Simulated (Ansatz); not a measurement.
Reaction (redistribution): `[BH2][AlH][SiH3]` + `N[SiH](O)[SnH3]` → `N[SiH]([SiH3])[SnH3]` + `[BH2][AlH][OH]`

Gas-phase electronic energies from Ansatz, PBE0-D4/def2-TZVP geometries. CBS: MP2 limit from def2 TZ/QZ plus the TZ coupled-cluster correction, frozen cores. DFT in def2-TZVPP. B3LYP here is the variant with VWN-RPA as its local correlation; programs differ in this. Elements past krypton have def2 core potentials. For Sn outer-core shells are correlated without core-valence functions, which leaves a few kJ/mol of doubt a bond. Each species was taken in one conformer, which may not be the lowest.

(1) Is it downhill or uphill in electronic energy at CCSD(T)/CBS, and by how much? (Estimate.)

(2) What do these levels give: PBE0-D4, B3LYP-D4, ωB97M-V, PBE, CCSD(T)/def2-TZVPP, HF/CBS(def2)? (Best estimate.)

Largest T1 diagnostic among the species: 0.013.

Answers

(1) The calculation gave: Downhill: ΔE = -34.1 kJ/mol.

(2) Ansatz gave: PBE0-D4 -29.2, B3LYP-D4 -33.6, ωB97M-V -31.5, PBE -26.6, CCSD(T)/def2-TZVPP -32.8, HF/CBS(def2) -25.7 kJ/mol.

In def2-TZVPP, CCSD(T) changes the Hartree–Fock value by −7.2 kJ/mol (the triples alone add −1.1 kJ/mol) and MP2 by −12.8 kJ/mol. The D4 term adds −3.9 kJ/mol with B3LYP and −2.3 kJ/mol with PBE0; it sums over pairs of atoms, weighted by their polarisabilities, and B3LYP, whose exchange is more repulsive, gets the larger term.
